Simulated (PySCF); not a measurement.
Nb(S)(F)(NH2)2 (FH4N2NbS), SMILES [NH2][Nb]([NH2])([F])=[S], multiplicity 1. Atoms are numbered in the order given.

```xyz
9

Nb    -0.1897     0.0309     0.0000
S      1.9678     0.0279     0.0000
F     -0.9600     1.7559     0.0000
N     -0.7943    -0.9064    -1.6199
H     -1.7733    -1.1082    -1.8263
H     -0.2003    -1.3054    -2.3443
N     -0.7943    -0.9064     1.6199
H     -0.2003    -1.3054     2.3443
H     -1.7733    -1.1082     1.8263
```
Charge 0, spin multiplicity 1.

The structure is a stationary point at B3LYP-D3(BJ)/def2-SVP. The spin state was assumed, not searched. The def2 effective core potentials stand for the cores of Nb; spin–orbit coupling is left out. One conformer was computed; it need not be the lowest.

Method: PBE/def2-TZVP in PySCF.

ESP charges are fitted to the potential on shells at 1.4 to 2.0 van der Waals radii. Atomic charges (e):

| atom | ESP fit | Mulliken |
|---|---|---|
| Nb1 | 1.26 | … |
| S2 | -0.39 | -0.45 |
| F3 | -0.35 | … |
| N4 | -1.10 | -0.78 |
| H5 | 0.45 | … |
| H6 | 0.40 | … |
| N7 | -1.10 | -0.78 |
| H8 | 0.40 | … |
| H9 | 0.45 | … |

Problem. Complete the blanks. (Estimate from the structure and the level; the computed values follow.)

Solution. 
- Nb1, Mulliken: 1.42
- F3, Mulliken: -0.42
- H5, Mulliken: 0.24
- H6, Mulliken: 0.26
- H8, Mulliken: 0.26
- H9, Mulliken: 0.24
